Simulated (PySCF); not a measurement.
## Ionisation energy of Zn(28+) by level of theory

Zn(28+) 1s2 → Zn(29+) 1s1 [1s1/2^1, M_J = 1/2], as a difference of total energies. All numbers are calculated (PySCF 2.14, the two-component X2C-1e Hamiltonian, in an uncontracted even-tempered set (15 s from 39 bohr⁻², ratio 2.4; 9 p from 50 bohr⁻², ratio 2.4; 3 d from 160 bohr⁻², ratio 2.6; 3 f from 240 bohr⁻², ratio 2.6)). Correlated levels: nothing frozen; the 28 highest virtual spinors dropped. "Screened" scales the spin-orbit matrix elements by Boettger's factors to mimic the two-electron term; Breit and QED terms are absent.

```
                    method  ionisation energy (eV)
 GHF (screened spin-orbit)                 11874.3
GMP2 (screened spin-orbit)                 11875.6
```

For comparison: 11864.9 eV (theoretical estimate listed by NIST; NIST Atomic Spectra Database, ionization energies).
